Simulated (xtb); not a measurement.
AlCl, triplet, at a GFN2-xTB geometry (such geometries of metal compounds can be far from the true shape) (the spin is typed, not shown lowest), atoms displaced at random by about 0.02 Å a coordinate. Base run: GFN1-xTB (xtb 6.7.1).

Input for xtb:
```
$ xtb mol.xyz --gfn 1 --uhf 2 --opt --json

# file mol.xyz
2

Al     0.01323101     0.00051311    -1.17588871
Cl     0.02465934     0.02076002     0.90591776
```

The base run was repeated with changes; each row names its change, and settings that it needs were set with it.

```
change              ΔE vs base (µEh)  optimiser steps
------------------  ----------------  ---------------
base                             0.0                3
engine = lbfgs                   0.0                -
alpb = acetone                 -5781                3
alpb = ether                   -6149                3
opt level = vtight               0.0                3
opt level = crude                126                1
opt level = sloppy               0.0                3
engine = inertial                1.1                -
opt level = lax                  0.0                3
opt level = loose                0.0                3
```
